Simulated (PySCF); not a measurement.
How methods differ on the excitation energy of As⁺

As⁺ [Ar] 3d10 4s2 4p2 (3P) → As⁺ [Ar] 3d10 4s1 4p2 4d1 (high-spin determinant), as a difference of total energies. All numbers are calculated (PySCF 2.14, the non-relativistic Hamiltonian (point nucleus), in dyall-av2z). Correlated levels: valence: [Ar] 3d10 frozen; virtual orbitals above 40 to 60 times the deepest correlated orbital energy dropped. The calculations carry no spin-orbit coupling.

```csv
method,excitation energy (eV)
UHF,16.833
LDA,18.641
PBE,18.301
PBE0,18.164
HSE06,18.221
M06-2X,18.442
revPBE,18.105
MP2 (valence),17.753
SCS-MP2 (valence),18.057
```

Q: Estimate what r2SCAN0 gives.

A: 18.048 eV, closest to SCS-MP2 (valence) among the rows shown.

Q: Estimate what r2SCAN gives.

A: 18.088 eV, closest to revPBE among the rows shown.

A first-order spin-orbit estimate (lowest level to lowest level, LS coupling) adds 0.030 eV.

The promoted electron is Rydberg-like, and one or two diffuse shells describe it only roughly, which tends to raise the upper state.

The determinant of the upper state mixes LS terms, which raises its energy above the lowest term, most at the Hartree-Fock and MP2 levels.
